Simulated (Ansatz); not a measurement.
Geometry optimisation, RKS r2SCAN-D4/6-31G in Ansatz 0.2.0.

Input file:

```yaml
crystal:
  periodic: [false, false, false]
  atoms:
    - { symbol: Si, position_ang: [0.0, 0.0, 0.0] }
    - { symbol: Cl, position_ang: [0.0, 0.0, 2.13] }
    - { symbol: F, position_ang: [1.4994, 0.0, -0.5295] }
    - { symbol: H, position_ang: [-0.6877, 1.1914, -0.4862] }
    - { symbol: F, position_ang: [-0.7489, -1.2974, -0.5295] }
basis:
  gaussian: { orbitals: "6-31G" }
hamiltonian:
  xc: r2scan
  dispersion: d4
relax:
  f_tol: 0.02
  max_steps: 40
output:
  orbitals: {}
```

Launched with:

```bash
$ ansatz run input.yaml --threads 1 --pin off --max-ram 2048MiB --backend cpu --events-out ev --progress --plain --runs-dir out
```

Q: Where does it end, and by what steps?

A: The run converged. Limits of this set-up: no polarisation functions. After 4 steps the energy has fallen by 0.274 eV; F5 moved furthest, 0.07 Å.

| step | energy less start (eV) | largest force component (eV/Å) | accepted |
| --- | --- | --- | --- |
| 0 | 0.0000 | 3.022 | yes |
| 1 | -0.1916 | 1.546 | yes |
| 2 | -0.2704 | 0.439 | yes |
| 3 | -0.2743 | 0.036 | yes |
| 4 | -0.2744 | 0.006 | yes |

```xyz
5
Properties=species:S:1:pos:R:3
Si -0.021 0.037 0.010
Cl 0.005 -0.008 2.149
F 1.562 -0.017 -0.537
H -0.717 1.243 -0.499
F -0.765 -1.361 -0.538
```

Whether the end is a true minimum wasn't checked by a vibrational analysis.

Run time: 14 s on 1 thread of Arm Neoverse V2 (shared host), peak memory 0.14 GiB.
